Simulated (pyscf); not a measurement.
Cl–Nb(Cl)(Cl)(Cl)–Cl, singlet

Gas-phase minimum from PySCF at ωB97X-D3(BJ)/def2-SVP, one conformer. 

SMILES: [Cl][Nb]([Cl])([Cl])([Cl])[Cl]
```xyz
6

Cl     0.7169     0.6458    -1.8191
Nb     0.8282    -0.2862     0.2852
Cl     0.9363    -1.2203     2.3887
Cl    -1.3939    -0.6926     0.2206
Cl     2.2860    -1.8354    -0.4776
Cl     1.5958     1.6709     1.1128
```

Bonds (Å): Cl1–Nb2 2.304, Nb2–Cl3 2.304, Nb2–Cl4 2.260, Nb2–Cl5 2.260, Nb2–Cl6 2.259. Bond angles (°): Cl1–Nb2–Cl3 179.9, Cl1–Nb2–Cl4 89.9, Cl1–Nb2–Cl5 90.0, Cl1–Nb2–Cl6 90.0, Cl3–Nb2–Cl4 90.0, Cl3–Nb2–Cl5 90.0, Cl3–Nb2–Cl6 90.0, Cl4–Nb2–Cl5 120.1, Cl4–Nb2–Cl6 120.0, Cl5–Nb2–Cl6 119.9.

Properties at ωB97X-D3(BJ)/def2-SVP:

- Harmonic wavenumbers, unscaled = 55, 55, 148, 149, 181, 186, 187, 338, 414, 426, 452, 452 cm⁻¹
- Zero-point energy = 4.3 kcal/mol
- Rotational symmetry number = 6
- Entropy of this conformer at 298 K and 1 atm, rigid rotor and harmonic oscillator, modes under 100 cm⁻¹ raised to 100 = 391.4 J/(mol K)
- Dipole moment = 0.01 D

Single-point totals, which compare only within one level:

```json
[
 {"level": "ωB97X-D3(BJ)/def2-TZVP", "total energy (hartree)": "-2358.39289"},
 {"level": "PBE/def2-TZVP", "total energy (hartree)": "-2357.44162"},
 {"level": "r²SCAN/def2-TZVP", "total energy (hartree)": "-2358.23938"},
 {"level": "B3LYP-D3(BJ)/def2-TZVP", "total energy (hartree)": "-2358.45259"},
 {"level": "PBE0-D3(BJ)/def2-TZVP", "total energy (hartree)": "-2357.58281"},
 {"level": "M06-2X/def2-TZVP", "total energy (hartree)": "-2358.14428"},
 {"level": "ωB97M-D3(BJ)/def2-TZVP", "total energy (hartree)": "-2358.53212"}
]
```

Elements past Kr carry the def2 core potentials, without spin-orbit coupling.
